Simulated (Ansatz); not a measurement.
Reactions of `F[SiH2]S[SiH2]Cl`.

Program: Ansatz. Geometries: PBE0-D4/def2-TZVP. ΔE: electronic, gas phase. CCSD(T)/CBS adds triple-zeta CCSD(T) − MP2 to the extrapolated MP2 energy (def2 sets, frozen cores). This one scheme is used for every species. DFT in def2-TZVPP. def2 core potentials past Kr. For Br, Sn, Ta, Ti outer-core shells are correlated without core-valence functions, which leaves a few kJ/mol of doubt a bond. Scalar relativity is left out up to krypton. Each species was taken in one conformer, which may not be the lowest.

```
                                                                                               reaction  CCSD(T)/CBS(def2) (kcal/mol)
                                      `F[SiH2]S[SiH2]Cl` + `COB(O)Br` → `O[SiH2]S[SiH2]Cl` + `COB(F)Br`                             ?
                                                      `F[SiH2]S[SiH2]Cl` + H₂ → `F[SiH3]` + `S[SiH2]Cl`                          12.7
            `F[SiH2]S[SiH2]Cl` + `[CH3][Al]([CH3])[CH2]O` → `C[SiH2]S[SiH2]Cl` + `[CH3][Al]([F])[CH2]O`                             ?
                             `F[SiH2]S[SiH2]Cl` + `F[SiH](Cl)Cl` → `F[SiH2][Si](F)(Cl)Cl` + `S[SiH2]Cl`                             ?
                          `F[SiH2]S[SiH2]Cl` + `CO[SiH2][SnH3]` → `CO[SiH2]S[SiH2]Cl` + `F[SiH2][SnH3]`                           0.4
                 `F[SiH2]S[SiH2]Cl` + `C=CCC(C#N)(C#N)C#N` → `C=C[SiH](F)S[SiH2]Cl` + `CC(C#N)(C#N)C#N`                         -10.0
`F[SiH2]S[SiH2]Cl` + `[OH][Ta]([F])([F])([F])[Cl]` → `Cl[SiH2]S[SiH2]Cl` + `[OH][Ta]([F])([F])([F])[F]`                           3.4
                                                     `F[SiH2]S[SiH2]Cl` + H₂O → `O[SiH2]S[SiH2]F` + HCl                          -0.3
                                          `F[SiH2]S[SiH2]Cl` + `CB(O)S` → `C[SiH2]S[SiH2]F` + `OB(S)Cl`                           3.4
         `F[SiH2]S[SiH2]Cl` + `[OH][Ti]([F])([SH])[Cl]` → `O[SiH2]S[SiH2]F` + `[F][Ti]([SH])([Cl])[Cl]`                          -5.0
```

(1) Fill in the missing values. (Estimate.)

Largest T1 diagnostic: 0.026, for `[F][Ti]([SH])([Cl])[Cl]`, so its coupled-cluster energy is less sure.

Answers

(1) Ansatz gave: `F[SiH2]S[SiH2]Cl` + `COB(O)Br` → `O[SiH2]S[SiH2]Cl` + `COB(F)Br`: +5.7 kcal/mol; `F[SiH2]S[SiH2]Cl` + `[CH3][Al]([CH3])[CH2]O` → `C[SiH2]S[SiH2]Cl` + `[CH3][Al]([F])[CH2]O`: -15.3 kcal/mol; `F[SiH2]S[SiH2]Cl` + `F[SiH](Cl)Cl` → `F[SiH2][Si](F)(Cl)Cl` + `S[SiH2]Cl`: +21.2 kcal/mol.
